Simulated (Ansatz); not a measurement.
Ansatz (a quantum-chemistry and plane-wave program) input file for C₂H₉PSi, SMILES C[SiH](C)P, CAM-B3LYP/def2-SVPD. Geometry optimised at PBE0-D3(BJ)/def2-SVP. Other conformers were not sampled.

Ansatz 0.2 input:
```yaml
crystal:
  periodic: [false, false, false]
  atoms:
    - {symbol: Si, position_ang: [-0.38696340, 0.38559244, 0.25954720]}
    - {symbol: C, position_ang: [0.00789897, 1.79751572, -0.91906364]}
    - {symbol: C, position_ang: [-1.89627868, -0.57432096, -0.32075504]}
    - {symbol: P, position_ang: [1.32596143, -1.09102937, 0.48472683]}
    - {symbol: H, position_ang: [-0.63613159, 0.93593481, 1.63086327]}
    - {symbol: H, position_ang: [0.21725697, 1.41323693, -1.92967491]}
    - {symbol: H, position_ang: [0.88905494, 2.36305569, -0.57988158]}
    - {symbol: H, position_ang: [-0.84124866, 2.49662543, -0.98774654]}
    - {symbol: H, position_ang: [-2.13714948, -1.39056241, 0.37698164]}
    - {symbol: H, position_ang: [-1.72112390, -1.01519418, -1.31482164]}
    - {symbol: H, position_ang: [-2.77475249, 0.08625764, -0.39258776]}
    - {symbol: H, position_ang: [1.54602603, -1.18695199, -0.92589573]}
    - {symbol: H, position_ang: [2.31641250, -0.07442412, 0.65711185]}
basis:
  gaussian:
    orbitals: def2-SVPD
hamiltonian:
  xc: {name: CAM-B3LYP}
```

Log of the run:

```
WARN ansatz: RAYON_NUM_THREADS=1 ignored (pool sized by the plan → 1); use --threads N
Functional definition: CAM-B3LYP
integrals: 0.11 GiB planned
1396 factors; their error is unknown
integrals: 0.14 GiB planned
633 factors; integrals over basis functions are off by at most 6.9e-6 eV
mean field: 1.04 GiB planned
mean field evaluation 1: about -19374.4757 eV, gradient 4.8e1 eV
mean field evaluation 2: about -19375.4002 eV, gradient 4.2e1 eV
mean field evaluation 4: about -19379.8721 eV, gradient 9.5e-1 eV
mean field evaluation 8: about -19379.9597 eV, gradient 2.0e-1 eV
mean field evaluation 16: about -19379.9598 eV, gradient 5.2e-5 eV
mean field -19379.95980891 eV, -712.2003867689 hartree, gradient 5.2e-5 eV, S^2 0.000000; 0 other end points of the search recorded, 0 dependent functions left out
reference -19379.95995944 eV, -712.2003923009 hartree; 25, 25 occupied and 135, 135 virtual orbitals, 1396 factors
Total energy: -19379.95995944 eV, -712.2003923009 hartree
```

Self-consistency was reached.

Cost: roughly 6 core-seconds.
